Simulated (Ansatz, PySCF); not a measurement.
C6H4F2, SMILES C#C[C@H](F)C=C=CF. Atoms are numbered in the order given.

```xyz
12

C     -2.7054     1.4766    -1.5485
C     -2.0632     0.8089    -0.7711
C     -1.2914    -0.0237     0.1549
F     -0.8466     0.7157     1.2144
C     -0.1358    -0.6876    -0.5565
C      1.1101    -0.5594    -0.1823
C      2.3590    -0.3877     0.1670
F      2.9941    -1.1764     1.0331
H     -3.2740     2.0760    -2.2362
H     -1.9580    -0.8144     0.5513
H     -0.4066    -1.3013    -1.4255
H      2.9877     0.4184    -0.2249
```
Charge 0, spin multiplicity 1.

Coordinates come from a PBE0-D3(BJ)/def2-SVP optimisation. The structure was generated by enumeration; whether it is a known compound was not checked. The values are those of a single conformer.

Two levels are set side by side: PBE-D3(BJ)/def2-SVP (Ansatz, an electronic-structure program) and PBE0-D3(BJ)/def2-SVP (Ansatz). Each level has its own optimised geometry; the coordinates shown are those of the second. Frequencies come from the Hessian of PySCF at each geometry. Differences are taken from unrounded values.

```tsv
quantity	PBE0-D3(BJ)	PBE-D3(BJ)	PBE-D3(BJ) minus PBE0-D3(BJ)
mean bond length (Å)	1.261	1.272	0.011
bond C1–C2 (Å)	1.209	1.222	0.012
bond C2–C3 (Å)	1.465	1.468	0.003
bond C3–F4 (Å)	1.366	1.385	0.019
bond C3–C5 (Å)	1.511	1.522	0.011
bond C5–C6 (Å)	1.307	1.316	0.009
bond C6–C7 (Å)	1.308	1.318	0.010
bond C7–F8 (Å)	1.332	1.348	0.016
bond C1–H9 (Å)	1.075	1.081	0.007
bond C3–H10 (Å)	1.108	1.118	0.010
bond C5–H11 (Å)	1.098	1.107	0.009
bond C7–H12 (Å)	1.095	1.104	0.009
highest harmonic wavenumber (cm⁻¹)	3487	3405	-82
mean harmonic wavenumber (cm⁻¹)	1167	1119	-49
zero-point energy (kcal/mol)	50.07	47.97	-2.09
```

Exact exchange shortens and stiffens bonds; PBE has none. Differences between two approximate levels are no errors against the true value.
